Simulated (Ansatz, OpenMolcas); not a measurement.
# A ladder of methods for Si5H10 (SMILES [SiH2]1[SiH2][SiH2][SiH2][SiH2]1)

Si5H10 has 15 atoms, charge 0, and is taken as a singlet. As SMILES, `[SiH2]1[SiH2][SiH2][SiH2][SiH2]1`. The shape is that of a PBE0-D4/def2-TZVP optimisation. This is one conformer, not always the lowest.

```xyz
15

Si   -1.0841    1.4590    0.7077
Si   -0.0591   -0.2506    1.9352
Si    1.6853   -0.8474    0.4933
Si    0.6067   -0.9777   -1.5859
Si   -1.1322    0.6110   -1.4832
H    -0.1942    2.6547    0.7406
H    -2.4286    1.8530    1.2106
H     0.3852    0.1619    3.2945
H    -1.0009   -1.3991    2.0636
H     2.3951   -2.1005    0.8694
H     2.6714    0.2703    0.4617
H     0.0144   -2.3356   -1.7461
H     1.5300   -0.7297   -2.7271
H    -0.9524    1.6907   -2.4926
H    -2.4368   -0.0599   -1.7414
```

Each level gives the vertical ionisation energy (to the doublet cation) (eV). The values are calculated.

```csv
level,kind,program,value (eV),less CCSD(T)/6-31G*
HF/6-31G* (spherical functions),Hartree–Fock,OpenMolcas,8.90,-0.16
SVWN5/6-31G* (spherical functions),LDA,Ansatz,9.05,-0.01
BLYP/6-31G* (spherical functions),GGA,Ansatz,8.75,-0.31
revPBE/6-31G* (spherical functions),GGA,OpenMolcas,8.93,-0.13
r2SCAN/6-31G* (spherical functions),meta-GGA,OpenMolcas,9.14,+0.08
B3LYP/6-31G* (spherical functions),global hybrid,Ansatz,9.17,+0.11
CAM-B3LYP/6-31G* (spherical functions),range-separated hybrid,Ansatz,9.36,+0.30
MP2/6-31G* (spherical functions),perturbation theory,Ansatz,9.20,+0.14
CCSD(T)/6-31G* (spherical functions),coupled cluster or CI,Ansatz,9.06,0.00
```

CCSD(T)/6-31G* (spherical functions) is the highest level here, not the true value. The values span 8.75 to 9.36 eV.
